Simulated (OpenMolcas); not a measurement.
An OpenMolcas run meant for Sn IV (ANO-RCC-VTZP, X2C; inactive shells 1s 2s 2p 3s 3p 3d 4s 4p 4d; intended active space 1 electron in 4 orbitals (5s 5p)). One step of its input:

```
&CASPT2
Multistate=1 1
Frozen=9 9
IPEA=0.25
Imaginary=2.0
MaxIter=60
WThr=0.0 0.3 0.05
PrWF=0.5
NoMix
```

The run finished. Its levels beside those of a sound run (SS-CASPT2, IPEA 0.25 Eh, imaginary shift 0.1 Eh (closed shells correlated: 4d)), in cm-1 above each run's lowest level:

| Level | This run | Usual run |
| --- | --- | --- |
| 5s 2S 1/2 | 0.0 | 0.0 |
| 5p 2P* 1/2 | 71421 | 71395 |
| 5p 2P* 3/2 | 76757 | 76731 |

Q: Which setting is unsound, and how much does it matter here?

A: The level shift is far above the usual 0.1 to 0.3 hartree and damps the second-order energy. Against the sound run the excited levels shown move by 26 cm-1 on average and by 26 cm-1 at most.

With one active electron, CASPT2 adds the correlation within the correlated inactive shells and between them and that electron, and leaves the splitting within a term as the reference gives it. Only configurations of the active space appear.

* marks odd parity.
